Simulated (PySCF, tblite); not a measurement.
Isomers of C5H11ClO2S, one GFN2-xTB conformer each. Single-point energies are computed at PBE0/pcSseg-1 (PySCF, gas phase, no added dispersion term), electronic only.

Question: Rank them by PBE0/pcSseg-1 energy, lowest first (kJ/mol).
A. `[CH3:1][CH2:2][C@H:3]([CH3:4])[CH2:5][S:6](=[O:7])(=[O:8])[Cl:9]` with C1–C2–C3–C4 -173°, C2–C3–C5–S6 -178°, C3–C5–S6–O7 42°
B. `[CH3:1][C:2]([CH3:3])([CH3:4])[CH2:5][S:6](=[O:7])(=[O:8])[Cl:9]` with C2–C5–S6–O7 158°
C. `[CH3:1][CH2:2][C:3]([CH3:4])([CH3:5])[S:6](=[O:7])(=[O:8])[Cl:9]` with C1–C2–C3–C4 -175°, C2–C3–S6–O7 -73°

Answer: C (0.0), A (15.1), B (15.5).

As drawn, the highest has a quaternary carbon, which the lowest lacks. Neighbours under 10 kJ/mol apart (CC[C@H](C)CS(=O)(=O)Cl and CC(C)(C)CS(=O)(=O)Cl) can change places with a better method, another conformer or zero-point energy. GFN2-xTB itself gives, in the same order: 0.0, 41.3, 30.2. Both levels put the same isomer lowest; measured from each level's own lowest isomer, the values differ by up to 26.2 kJ/mol (CC[C@H](C)CS(=O)(=O)Cl: 41.3 against 15.1).

Which frontier levels, dipoles and rotational constants go with these structures?

```json
{"SMILES": "CCC(C)(C)S(=O)(=O)Cl", "HOMO (eV, PBE0/pcSseg-1)": "-8.84", "LUMO (eV)": "-1.29", "dipole (D)": "4.63", "A, B, C (MHz)": "1763, 1017, 910.9"}
{"SMILES": "CC[C@H](C)CS(=O)(=O)Cl", "HOMO (eV, PBE0/pcSseg-1)": "-8.97", "LUMO (eV)": "-1.30", "dipole (D)": "4.56", "A, B, C (MHz)": "1936, 720.7, 601.2"}
{"SMILES": "CC(C)(C)CS(=O)(=O)Cl", "HOMO (eV, PBE0/pcSseg-1)": "-8.99", "LUMO (eV)": "-1.46", "dipole (D)": "4.45", "A, B, C (MHz)": "1896, 866.3, 770.3"}
```

What happens when harmonic zero-point energies from GFN2-xTB frequencies are added?

| SMILES | ZPE (kJ/mol) | electronic (kJ/mol) | with ZPE (kJ/mol) |
| --- | --- | --- | --- |
| CCC(C)(C)S(=O)(=O)Cl | 417.2 | 0.0 | 0.0 |
| CC[C@H](C)CS(=O)(=O)Cl | 418.3 | 15.1 | 16.1 |
| CC(C)(C)CS(=O)(=O)Cl | 417.7 | 15.5 | 15.9 |

The zero-point energies span 1.1 kJ/mol. The lowest isomer stays, but the order above it changes.
